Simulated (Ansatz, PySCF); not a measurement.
H10Si5, triplet, at the geometry of the source list (a higher spin typed on purpose: for a closed-shell molecule this is an excited state) (in this run its highest filled SCF level lies above zero, so its values depend strongly on the basis, on diffuse functions most of all). Base run: BHANDHLYP/STO-3G in PySCF.

Here is a job for PySCF.
```python
from pyscf import gto, scf, dft

mol = gto.M(
    atom='''
Si    0.79530000    1.18900000    1.36900000
Si    1.87710000   -0.56410000    0.26970000
Si    0.26980000   -1.67980000   -1.00830000
Si   -1.71520000   -0.45220000   -0.87750000
Si   -1.23030000    1.52810000    0.25990000
H     0.54880000    0.83080000    2.77380000
H     1.61460000    2.40140000    1.46530000
H     2.57830000   -1.46380000    1.19310000
H     2.95470000   -0.05190000   -0.58800000
H     0.08020000   -3.06030000   -0.54650000
H     0.70770000   -1.84710000   -2.39940000
H    -2.75110000   -1.21750000   -0.17000000
H    -2.31110000   -0.21530000   -2.19750000
H    -1.10510000    2.64170000   -0.69190000
H    -2.31360000    1.96100000    1.14830000
''',
    basis='sto-3g',
    spin=2,
    verbose=3,
)

mf = dft.UKS(mol)
mf.xc = 'bhandhlyp'
mf.kernel()
```

The same geometry, method and basis name were run in Ansatz (a first-principles code) and PySCF, at each program's defaults and at the settings that a row names. The base is PySCF at its defaults. Differences at the defaults can come from grids, fitting, cores and function types together.

| code and settings | ΔE vs base (µEh) | basis functions | E (Eh) | SCF cycles | dipole (D) |
|---|---|---|---|---|---|
| PySCF, defaults (exact integrals, its default grid, spherical functions) | 0.0 | 55 | -1436.43945 | 14 | 0.08 |
| Ansatz, defaults (factorised integrals, its default grid, spherical functions) | 19.3 | 55 | -1436.43943 | - | - |
| PySCF, density fitting with def2-universal-jkfit | -2562 | 55 | -1436.44201 | 14 | 0.08 |
| PySCF, fine grid | -0.9 | 55 | -1436.43945 | 14 | 0.08 |
| Ansatz, high accuracy | -0.5 | 55 | -1436.43945 | - | - |

Open shells are given as the SCF converged; they aren't shown to be the lowest states, and a large step between rows can be another state.
